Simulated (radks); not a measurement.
The dysprosium ion Dy16+, 50 electrons, occupied as [Kr] 4d10 4f4. Method: scalar-relativistic Kohn-Sham, PBEsol, spin-polarised, spherical densities, finite nucleus; open shells are filled with parallel spins first (spin-orbit coupling, left out, can overturn this in heavy ions); Fermi nuclear charge, rms radius 5.2218 fm; computed with a radial shooting solver on a logarithmic mesh with Libxc functionals.

Normalised radial functions P(r) = r R(r), r in bohr:

```
   r/bohr * 4s up, o 4d up (the largest magnitude, 1.63, reaches the edge; | marks zero, & curves that meet)
 0.002346                             o   *
  0.00303                             o   *
 0.003883                             o    *
 0.005016                             o     *
 0.006428                             o     *
 0.008303                             o      *
  0.01064                             o      *
  0.01363                             o     *
  0.01761                             o   *
  0.02257                             |o*
  0.02916                           * |o
  0.03736                       *     |  o
  0.04826                   *         |   o
  0.06185                  *          |      o
  0.07925                     *       |         o
   0.1024                             *            o
   0.1312                             |         *   o
   0.1695                             |            o  *
   0.2172                             |     o      *
   0.2805                        o   *|
   0.3595           * o               |
   0.4606  *  o                       |
    0.595     &                       |
   0.7625            o  *             |
    0.985                    o   *    |
    1.262                          o *|
     1.63                            o*
    2.089                             &
```

4s up: eigenvalue -746.08 eV, 3 radial nodes at r = 0.0256, 0.102, 0.276 bohr, <r> = 0.520 bohr, 90 % of the charge inside 0.743 bohr. 4d up: eigenvalue -499.58 eV, 1 radial node at r = 0.255 bohr, <r> = 0.574 bohr, 90 % of the charge inside 0.850 bohr.
